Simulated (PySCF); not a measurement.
H7P3Si, SMILES P[SiH](P)P.

Coordinates come from a B3LYP-D3(BJ)/def2-SVP optimisation. The structure was generated by enumeration, and PubChem lists no compound with its InChIKey, so it may never have been made. Other conformers were not sampled.

Calculation: TDA-PBE/def2-SVPD in PySCF.

Vertical excitations. Isolated molecule, no solvent.

Question: Estimate the UV-visible absorptions. (Estimate from the structure and the level; the computed values follow.)

Answer: 
| state | energy (eV) | λ (nm) | f | main pairs |
|---|---|---|---|---|
| S1 | 5.30 | 234 | 0.011 | HOMO→LUMO 83 % |
| S2 | 5.43 | 228 | 0.010 | HOMO−1→LUMO 78 % |
| S3 | 5.51 | 225 | 0.006 | HOMO→LUMO+1 83 % |
| S4 | 5.63 | 220 | 0.016 | HOMO−2→LUMO 62 %, HOMO→LUMO+2 19 % |
| S5 | 5.66 | 219 | 0.000 | HOMO→LUMO+2 53 %, HOMO−2→LUMO 21 %, HOMO−1→LUMO+1 8 % |
| S6 | 5.74 | 216 | 0.007 | HOMO−1→LUMO+1 76 % |
| S7 | 5.93 | 209 | 0.021 | HOMO→LUMO+3 34 %, HOMO−2→LUMO+1 27 %, HOMO−2→LUMO+2 22 % |
| S8 | 5.97 | 208 | 0.012 | HOMO−1→LUMO+2 41 %, HOMO→LUMO+3 19 %, HOMO−1→LUMO+3 8 % |
| S9 | 5.98 | 207 | 0.029 | HOMO−2→LUMO+1 52 %, HOMO−2→LUMO+2 16 % |
| S10 | 6.02 | 206 | 0.018 | HOMO→LUMO+4 57 %, HOMO−1→LUMO+4 13 %, HOMO−2→LUMO+2 11 % |
| T1 | 4.73 | 262 | 0 | HOMO→LUMO 94 % |
| T2 | 4.97 | 249 | 0 | HOMO−1→LUMO 84 % |
| T3 | 5.12 | 242 | 0 | HOMO−2→LUMO 56 %, HOMO→LUMO+1 21 % |
| T4 | 5.20 | 238 | 0 | HOMO→LUMO+1 67 %, HOMO−2→LUMO 21 % |
Triplets are in the Tamm–Dancoff approximation.
